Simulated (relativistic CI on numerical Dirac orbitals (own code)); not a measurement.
One change at a time: Sr29+

Base calculation: Dirac-Coulomb-Breit CI, separate exchange-only KLI orbitals for each configuration, model QED, unscaled Slater integrals.

Configuration list (outside the closed core 1s2): 2s²2p⁵, 2s2p⁶, 2p⁶3s, 2p⁶3p, 2p⁶3d, 2s²2p⁴3s, 2s²2p⁴3p, 2s²2p⁴3d, 2s2p⁵3s, 2s2p⁵3p, 2s2p⁵3d, 2s²2p⁴4s, 2s²2p⁴4p, 2s²2p⁴4d, 2s²2p⁴4f, 2s2p⁵4s, 2s2p⁵4p, 2s2p⁵4d, 2s2p⁵4f, 2s²2p³3s², 2s²2p⁴5s, 2s²2p⁴5p, 2s²2p³3s3p, 2s²2p⁴5d, 2s²2p⁴5f, 2s²2p⁴5g, 2s²2p³3p², 2s²2p³3s3d, 2s²2p³3p3d, 2s2p⁴3s², 2s²2p³3d², 2s2p⁴3s3p, 2s2p⁵5s, 2s2p⁵5p, 2s2p⁴3p², 2s2p⁴3s3d. Levels of other configurations are missing.

Variants: (1) configuration mixing switched off. Shifts of the energy above 2s²2p⁵ ²P°3/2, in eV, for the lowest level and the first level of each name with at least 55 % of one term (blank where a level changes its place among those of its configuration and J or its character, or is not in the variant):

```csv
Level,Base,Δ(1)
2s²2p⁵ ²P°3/2,0.00,0.00
2s²2p⁵ ²P°1/2,70.42,-0.01
2s2p⁶ ²S1/2,265.43,+0.44
2s²2p⁴3s ⁴P5/2,1951.00,+0.52
2s²2p⁴3s ²P3/2,1956.22,+0.59
2s²2p⁴3s ⁴P3/2,2018.80,+0.69
2s²2p⁴3p ²P°1/2,2020.35,+1.37
2s²2p⁴3s ²P1/2,2023.01,+0.76
2s²2p⁴3p ⁴D°7/2,2023.52,-0.50
2s²2p⁴3s ²D5/2,2032.77,+0.72
2s²2p⁴3s ²D3/2,2034.63,+0.71
2s²2p⁴3p ⁴P°1/2,2070.28,+0.23
2s²2p⁴3p ²F°5/2,2085.91,-0.42
2s²2p⁴3d ⁴F9/2,2093.04,-0.79
2s²2p⁴3d ²F7/2,2093.20,-0.66
2s²2p⁴3p ²F°7/2,2103.58,-0.46
2s²2p⁴3d ⁴D1/2,2151.97,-0.24
2s²2p⁴3d ²F5/2,2164.54,-0.52
2s²2p⁴3d ²G7/2,2169.13,-0.77
2s²2p⁴3d ²G9/2,2172.45,-0.80
2s²2p⁴3d ²S1/2,2175.20,-0.70
2s2p⁵3s ⁴P°5/2,2189.02,-2.18
```

At this charge energies of transitions that change n are usually good to better than 1 %, and those within a shell (Δn = 0) to a few per cent.

Ionisation energy from the two ground configurations alone: base 3492.52 eV. The NIST ASD value (semi-empirical) is 3497 eV.

LS names give the leading component of a level, which can be under half, so a name can repeat, a term be missing and a line seem to break the LS rules.
